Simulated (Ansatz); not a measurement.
Molecule: HgI$_{2}$, charge 1, multiplicity 2. The spin state was set by rule; other spins were not relaxed. 
Structure (B3LYP-D3(BJ)/def2-TZVP (Ansatz, a quantum-chemistry and plane-wave program) minimum search):
```
Hg
I 1 2.6122
I 1 2.6122 2 180.00
```
Charge +1, spin multiplicity 2.

Total electronic energies in hartree. Valence correlation only, unless marked. UHF or UKS for open shells. No spin-orbit coupling. The frozen core is the preceding noble-gas configuration, with the filled d and f shells of earlier blocks. In def2 rows, elements after Kr have scalar-relativistic effective core potentials. CBS marks a two-point X^-3 extrapolation of the correlation energy; Hartree-Fock from the larger set. The bracket is a focal-point correction in the basis named.

```json
[
 {"level": "RI-HF/def2-QZVPP", "program": "Ansatz", "energy (Eh)": "-745.62653"},
 {"level": "BLYP-D3(BJ)/def2-TZVPD", "program": "Ansatz + dftd3", "energy (Eh)": "(withheld)"},
 {"level": "PBE0-D3(BJ)/def2-TZVPD", "program": "Ansatz + dftd3", "energy (Eh)": "-748.68161"},
 {"level": "PBE0-D4/def2-TZVP", "program": "Ansatz + dftd4", "energy (Eh)": "-748.68074"},
 {"level": "PBE0/def2-TZVP", "program": "Ansatz", "energy (Eh)": "-748.67747"},
 {"level": "BHLYP-D3(BJ)/def2-TZVPD", "program": "Ansatz + dftd3", "energy (Eh)": "-748.42993"},
 {"level": "CAM-B3LYP-D4/def2-TZVPD", "program": "Ansatz + dftd4", "energy (Eh)": "(withheld)"},
 {"level": "B2PLYP/def2-TZVPD", "program": "Ansatz", "energy (Eh)": "-747.86908"},
 {"level": "PBE-QIDH/def2-TZVPD", "program": "Ansatz", "energy (Eh)": "-747.87728"},
 {"level": "MP2/def2-TZVPP", "program": "Ansatz", "energy (Eh)": "-746.28732"},
 {"level": "RI-MP2/CBS(def2-TZVPP,def2-QZVPP)", "program": "Ansatz", "energy (Eh)": "-746.4001"},
 {"level": "RI-MP2/CBS(def2-TZVPPD,def2-QZVPPD)", "program": "Ansatz", "energy (Eh)": "-746.3990"},
 {"level": "SCS-MP2/def2-TZVPP", "program": "Ansatz", "energy (Eh)": "-746.23631"},
 {"level": "CCSD/def2-TZVPP", "program": "Ansatz", "energy (Eh)": "-746.28167"},
 {"level": "RI-MP2/CBS(def2-TZVPP,def2-QZVPP)+[CCSD(T)-MP2]/def2-TZVPP", "program": "Ansatz", "energy (Eh)": "-746.4230"}
]
```

Question: Fill in the missing entries.

Answer: 
- BLYP-D3(BJ)/def2-TZVPD, energy (Eh): -748.54892
- CAM-B3LYP-D4/def2-TZVPD, energy (Eh): -748.60792
